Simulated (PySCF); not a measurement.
## Electron correlation in Si⁺ (silicon, charge +1)

[Ne] 3s2 3p1, 2P determinant. Calculation: PySCF 2.14, in aug-cc-pVTZ-DK; the spin-free X2C one-electron Hamiltonian (Gaussian nucleus). Frozen: [Ne]; 3 electrons correlated.

| level | correlation energy (mhartree) |
| --- | --- |
| CCSD | -58.47 |
| (T) | -1.09 |
| CCSD(T) | -59.56 |
| CCSDT | -59.98 |

Diagnostics: T1 = 0.014, D1 = 0.0316, largest double amplitude 0.104.

Q: Is a single reference adequate?

A: Mostly. T1 lies below 0.03, but a double amplitude of this size points to a near-degeneracy that CCSD handles and MP2 describes poorly.
